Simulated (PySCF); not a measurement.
`CO/C([O-])=C/C=C/C=C/C=O` (charge -1). Method used: PBE0-D3(BJ)/def2-SVP geometry optimisation, gas phase in PySCF 2.14.0.

```
atom  x, y, z in Å
C1     2.6001   -2.1071   -3.6037
O2     1.7829   -1.0733   -3.1349
C3     1.0196   -1.3929   -2.0318
O4     1.0974   -2.5103   -1.5450
C5     0.2105   -0.2879   -1.6128
C6    -0.6335   -0.3897   -0.5234
C7    -1.4803    0.5906    0.0073
C8    -2.2955    0.3695    1.1216
C9    -3.1708    1.2471    1.7415
C10   -3.9354    0.8587    2.8808
O11   -4.7383    1.5335    3.5184
H12    3.1390   -1.7147   -4.4787
H13    2.0150   -2.9953   -3.8976
H14    3.3257   -2.4388   -2.8413
H15    0.2862    0.6388   -2.1869
H16   -0.6286   -1.3678   -0.0220
H17   -1.5060    1.5771   -0.4720
H18   -2.2333   -0.6369    1.5658
H19   -3.2983    2.2700    1.3694
H20   -3.7387   -0.2114    3.1921
```

Question: What is the longest distance between nuclei?

Answer: O11···H12, 11.69 Å; the next longest distance is 11.01 Å.

Question: Work out the bond lengths C1–O2, C1–H13, O2–C3, C3–O4, C6=C7, C7–H17, C9–H19 in Å.

Answer: For C1–O2 the difference vector is (-0.8172, 1.0338, 0.4688) Å, of length 1.3987 Å. C1–O2 1.399; C1–H13 1.103; O2–C3 1.379; C3–O4 1.221; C6=C7 1.400; C7–H17 1.097; C9–H19 1.096 Å.

Question: How far are the heavy atoms from their best plane (unweighted least squares)?

Answer: 0.001 Å rms; none is more than 0.001 Å off.

Question: What is the repulsion energy of the bare nuclei, Σ ZA·ZB/RAB?

Answer: 518.15 Eh over 190 pairs, with full nuclear charges and distances in bohr; the largest single term is 20.80 Eh (C3 with O4).

Question: Give the dihedral angles C1–O2–C3–C5, H19–C9–C10–O11, C8–C9–C10–O11, H18–C8–C9–H19.

Answer: C1–O2–C3–C5 180° (antiperiplanar); H19–C9–C10–O11 0° (synperiplanar); C8–C9–C10–O11 180° (antiperiplanar); H18–C8–C9–H19 180° (antiperiplanar). Dihedral signs follow IUPAC: positive where, seen along the central bond, the front bond turns clockwise onto the rear one.

Question: How far apart are these pairs, which share no bond: C1···H20, O4···C7, C6···H13, C8···H14, H12···H13, H13···H17, H19···H20?

Answer: C1···H20 9.485 Å (9 bonds apart); O4···C7 4.321 Å (4 bonds apart); C6···H13 5.019 Å (5 bonds apart); C8···H14 7.429 Å (7 bonds apart); H12···H13 1.800 Å (2 bonds apart); H13···H17 6.711 Å (7 bonds apart); H19···H20 3.110 Å (3 bonds apart).

Question: Where is the centre of mass (commonest isotopes), and what is the radius of gyration?

Answer: Mass 153.055 u; centre at (-0.814, -0.334, -0.331) Å; Rg = √(Σ m r²/M) = 3.608 Å. As Ia + Ib + Ic = 2 Σ m r², the three principal moments sum to 3985.3 u·Å².

Question: What are the angles O2–C1–H13, C7–C6–H16, C9–C8–H18, O11–C10–H20?

Answer: From the scalar product of the two bond vectors; for O2–C1–H13 it is -0.5779 Å² over 1.3987 × 1.1035 Å², cos θ = -0.3744. O2–C1–H13 112.0°; C7–C6–H16 116.9°; C9–C8–H18 115.7°; O11–C10–H20 119.4°.

Question: Write the matrix of distances between heavy atoms (Å, lower triangle).

Answer: 
```
C1    0.000
O2    1.399  0.000
C3    2.341  1.379  0.000
O4    2.580  2.250  1.221  0.000
C5    3.603  2.325  1.432  2.394  0.000
C6    4.785  3.623  2.452  2.922  1.382  0.000
C7    6.080  4.826  3.787  4.321  2.501  1.400  0.000
C8    7.241  6.069  4.903  5.188  3.767  2.459  1.398  0.000
C9    8.551  7.328  6.226  6.568  5.004  3.774  2.509  1.386  0.000
C10   9.673  8.522  7.332  7.501  6.221  4.904  3.789  2.454  1.426  0.000
O11  10.855  9.674  8.516  8.720  7.358  6.073  4.882  3.615  2.387  1.227  0.000
```

The point group is Cs within 0.08 Å; differences among equivalent distances and angles are scatter left by the optimiser. PBE0-D3(BJ)/def2-SVP frequencies: not computed here. The geometry's basis has no diffuse functions, a weakness for an anion.

One conformer stands for the species.
